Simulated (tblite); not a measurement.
Species: C4H7F3NOP.
Numbering: `[CH3:1][C:2](=[O:3])[P@@:4]([CH3:5])(=[NH:6])[C:7]([F:8])([F:9])[F:10]` (hydrogens: H11, H12, H13 on C1; H14, H15, H16 on C5; H17 on N6)

Computed with GFN2-xTB (tblite), gas phase: L-BFGS steps from a force-field or distance-geometry start until the largest atomic force falls under 0.01 eV/Å.

Step 141: E = -974.6849 eV
```
atom  x, y, z in Å  |  force x, y, z in eV/Å
C1      2.1687   -1.0095    0.0393    0.005   0.055  -0.024
C2      1.3731    0.2065    0.3280    0.006   0.033   0.021
O3      1.7004    1.1664    0.9673   -0.031  -0.050  -0.012
P4     -0.3181    0.1695   -0.4772    0.027  -0.013   0.030
C5     -1.0264    1.8486   -0.2566   -0.014  -0.016  -0.005
N6     -0.1786   -0.5844   -1.8223    0.035  -0.022  -0.002
C7     -1.3539   -0.7393    0.8791    0.012   0.014  -0.011
F8     -2.6575   -0.6456    0.5704   -0.001  -0.017   0.009
F9     -1.2113   -0.2896    2.1301   -0.009   0.020  -0.016
F10    -1.0392   -2.0415    0.8930    0.006   0.018  -0.016
H11     3.1721   -0.9374    0.4511    0.005  -0.010  -0.010
H12     2.1900   -1.1364   -1.0433    0.004  -0.011   0.000
H13     1.6495   -1.8779    0.4444   -0.020  -0.020   0.021
H14    -0.4706    2.5362   -0.8945   -0.009  -0.032  -0.005
H15    -2.0714    1.8257   -0.5697   -0.017   0.033   0.002
H16    -0.9527    2.1714    0.7806    0.019  -0.014   0.000
H17    -0.9813   -0.6505   -2.4296   -0.019   0.030   0.018
```

Step 142: E = -974.6854 eV
```
atom  x, y, z in Å  |  force x, y, z in eV/Å
C1      2.1680   -1.0104    0.0375   -0.012   0.027  -0.009
C2      1.3736    0.2062    0.3255    0.005   0.033   0.019
O3      1.7014    1.1654    0.9657   -0.028  -0.048  -0.009
P4     -0.3176    0.1705   -0.4781    0.001  -0.009   0.021
C5     -1.0255    1.8500   -0.2544   -0.011  -0.010   0.003
N6     -0.1819   -0.5846   -1.8228    0.037  -0.018  -0.005
C7     -1.3527   -0.7392    0.8781    0.012   0.018  -0.008
F8     -2.6547   -0.6621    0.5578    0.001  -0.023   0.003
F9     -1.2274   -0.2768    2.1263   -0.001   0.010  -0.013
F10    -1.0232   -2.0379    0.9051   -0.002   0.035  -0.011
H11     3.1660   -0.9432    0.4616    0.031  -0.007  -0.016
H12     2.2001   -1.1351   -1.0451    0.005   0.000   0.003
H13     1.6425   -1.8794    0.4343   -0.019  -0.010   0.015
H14    -0.4751    2.5370   -0.8983   -0.021  -0.039  -0.009
H15    -2.0743    1.8262   -0.5559    0.002   0.035   0.000
H16    -0.9405    2.1759    0.7813    0.015  -0.025  -0.008
H17    -0.9859   -0.6502   -2.4285   -0.014   0.030   0.022
```

Step 143: E = -974.6860 eV
```
atom  x, y, z in Å  |  force x, y, z in eV/Å
C1      2.1667   -1.0105    0.0362   -0.016  -0.001   0.018
C2      1.3721    0.2052    0.3243   -0.005   0.023   0.002
O3      1.6981    1.1618    0.9687   -0.018  -0.022   0.007
P4     -0.3177    0.1706   -0.4802   -0.026   0.004   0.007
C5     -1.0250    1.8507   -0.2537    0.005  -0.011   0.007
N6     -0.1846   -0.5850   -1.8250    0.034  -0.012  -0.009
C7     -1.3511   -0.7391    0.8764    0.031   0.021  -0.024
F8     -2.6516   -0.6772    0.5524   -0.044  -0.022  -0.025
F9     -1.2364   -0.2662    2.1204    0.018   0.019   0.036
F10    -1.0087   -2.0341    0.9132    0.002   0.018  -0.006
H11     3.1611   -0.9452    0.4676    0.056  -0.002  -0.025
H12     2.2038   -1.1378   -1.0456    0.005   0.010  -0.004
H13     1.6391   -1.8786    0.4324   -0.027  -0.016   0.010
H14    -0.4785    2.5367   -0.9020   -0.027  -0.040  -0.015
H15    -2.0767    1.8287   -0.5452    0.010   0.031   0.001
H16    -0.9283    2.1776    0.7808    0.006  -0.028  -0.007
H17    -0.9895   -0.6455   -2.4306   -0.006   0.027   0.027
```

Q: Estimate the geometry and energy of step 144. (The exact step hangs on the optimiser's Hessian estimate; all steps are aligned on step 143, rigid shifts and turns removed.)

A: E = -974.6867 eV, largest force 0.073 eV/Å
```
atom  x, y, z in Å  |  force x, y, z in eV/Å
C1      2.1654   -1.0128    0.0337   -0.038  -0.042   0.034
C2      1.3728    0.2033    0.3254   -0.003   0.026  -0.006
O3      1.6996    1.1563    0.9746   -0.025  -0.026   0.004
P4     -0.3166    0.1722   -0.4808   -0.044   0.023  -0.015
C5     -1.0248    1.8525   -0.2519    0.007   0.005   0.012
N6     -0.1870   -0.5845   -1.8258    0.025  -0.003  -0.005
C7     -1.3491   -0.7374    0.8743   -0.011   0.001   0.013
F8     -2.6485   -0.7053    0.5351    0.024  -0.026  -0.013
F9     -1.2589   -0.2438    2.1135    0.017  -0.018  -0.006
F10    -0.9816   -2.0262    0.9317   -0.023   0.069   0.007
H11     3.1543   -0.9568    0.4788    0.062   0.003  -0.038
H12     2.2139   -1.1326   -1.0491    0.005   0.017   0.021
H13     1.6286   -1.8822    0.4181   -0.009   0.010  -0.011
H14    -0.4905    2.5360   -0.9136   -0.034  -0.048  -0.007
H15    -2.0827    1.8297   -0.5244    0.044   0.023   0.012
H16    -0.9079    2.1853    0.7798   -0.006  -0.040  -0.036
H17    -0.9943   -0.6417   -2.4293    0.009   0.025   0.034
```

The energy changes by -0.0006 eV. The first-order estimate −F·Δx gives -0.0011 eV and the mean of the old and new forces, exact on a quadratic surface, -0.0006 eV. The step makes an angle of 84° with the force vector and moves no atom by more than 0.034 Å.
